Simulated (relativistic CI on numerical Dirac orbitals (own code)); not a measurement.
d1 to d9 in one octahedral field

Computed with a parametric ligand-field model without spin-orbit coupling, by exact diagonalisation: B = 880, C = 3990, 10Dq = 26400 cm⁻¹ (Oh; |10Dq|/B = 30.0) for every shell. Energies in cm⁻¹; the field energy is (0.6 n_e − 0.4 n_t2) × 10Dq of the ground term; g labels are left out.

```tsv
Shell	Ground term	Electrons in e	Field energy	First spin-allowed bands	Lowest term of other spin
d1	2T2	0.000	-10560	2E 26400	
d2	3T1	0.022	-20536	3T2 24554, 3T1 35908	1T2 13695
d3	4A2	0.000	-31680	4T2 26400, 4T1 35558	2E 18589
d4	3T1	0.036	-41298	3E 22972, 3T1 24014	5E 2564
d5	2T2	0.063	-51148	2A2 21938, 2T1 22233	6A1 2429
d6	1A1	0.048	-62099	1T1 23870, 1T2 35180	3T1 15311
d7	2E	1.035	-46592	2T1 23657, 2T2 24538	4T1 7507
d8	3A2	2.000	-31680	3T2 26400, 3T1 35558	1E 14847
d9	2E	3.000	-15840	2T2 26400
```

Low spin: d4, d5, d6, d7; the other shells keep the spin of the free ion. Only d4 to d7 can choose; the field needed to pair spins is smallest for d6 and largest for d5, which loses most exchange energy. In the strong-field picture 10Dq must exceed about 6B + 5C = 25230 (d4), 7.5B + 5C = 26550 (d5), 2.5B + 4C = 18160 (d6) and 4B + 4C = 19480 (d7); mixing of terms shifts these bounds somewhat.
